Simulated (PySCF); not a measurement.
ZrH4, SMILES [ZrH4], multiplicity 1. Heavy atoms are numbered as in [ZrH4:1]. Hydrogens are named by the atom that carries them.

Coordinates come from a r2SCAN-D4/def2-TZVPD optimisation. The spin state was assumed, not searched. The def2 effective core potentials stand for the cores of Zr; spin–orbit coupling is left out.

Calculation: CAM-B3LYP/def2-TZVPD run with PySCF.

Mulliken values depend strongly on the basis, most of all with diffuse functions as here. ESP charges are fitted to the potential on shells at 1.4 to 2.0 van der Waals radii. Atomic charges (e), one atom of each kind:

| atom | ESP fit | Mulliken |
|---|---|---|
| Zr1 (ZrH4) | ? | 0.52 |
| H on Zr1 | ? | -0.13 |

Q: Complete the blanks. (An estimate is asked for; the answer gives what the named calculation found.)

A: 
- Zr1 (ZrH4), ESP fit: 1.23
- H on Zr1, ESP fit: -0.31
